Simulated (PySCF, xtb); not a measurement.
F5OSi2, SMILES [Si](F)(F)(F)O[Si](F)F, multiplicity 2. Other conformers were not sampled.

Harmonic wavenumbers (cm⁻¹) from GFN2-xTB (xtb) at its own minimum, in rising order: 5, 32, 52, 159, 164, 211, 217, 254, 269, 302, 347, 608, 823, 881, 891, 988, 993, 1173.

Question: What does PBE0-D3(BJ)/def2-SVP run with PySCF give at its own minimum? (Estimate from the structure and the level; the computed values follow.)

Answer: 11, 15, 36, 208, 217, 249, 289, 327, 357, 395, 413, 623, 850, 918, 964, 1022, 1027, 1177. Paired by order, the mean absolute difference is 44 cm⁻¹ and the zero-point energies are 12.0 and 13.0 kcal/mol.
